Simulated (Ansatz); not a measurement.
System: 2-methylprop-2-ene-1-selenol, C4H8Se (charge 0, singlet). 
Coordinates optimised at B3LYP-D3(BJ)/def2-TZVP (Ansatz, an electronic-structure program):
SMILES: C=C(C)C[SeH]
```xyz
13

C     -2.1514     1.4023     0.4879
C     -1.4058     0.3067     0.6146
C     -1.9699    -1.0760     0.4727
C      0.0529     0.4074     0.9215
Se     1.2420    -0.1556    -0.5815
H     -3.2114     1.3440     0.2752
H     -1.7257     2.3928     0.5899
H     -1.5044    -1.5970    -0.3676
H     -1.7706    -1.6712     1.3691
H     -3.0459    -1.0525     0.3072
H      0.3500     1.4339     1.1222
H      0.3376    -0.2087     1.7728
H      1.1874    -1.5943    -0.2785
```

Property: vertical triplet-singlet gap (E(triplet) - E(singlet); each state is the SCF solution reached for its spin), in kJ/mol. Cores are frozen in the correlated levels unless marked. Open shells are spin-unrestricted. No spin-orbit coupling. The frozen core is the preceding noble-gas configuration, with the filled d and f shells of earlier blocks. Non-relativistic. CBS marks a two-point X^-3 extrapolation of the correlation energy; Hartree-Fock from the larger set. The bracket is a focal-point correction in the basis named.

| level | program | vertical triplet-singlet gap (kJ/mol) |
|---|---|---|
| HF/aug-cc-pVDZ | Ansatz | 327.7 |

Task: Estimate the value at RI-MP2/CBS(aug-cc-pVTZ,aug-cc-pVQZ)+[CCSD(T)-MP2]/aug-cc-pVTZ as computed with Ansatz.

Result: 427.3 kJ/mol, so HF/aug-cc-pVDZ differs from it by -99.6 kJ/mol.
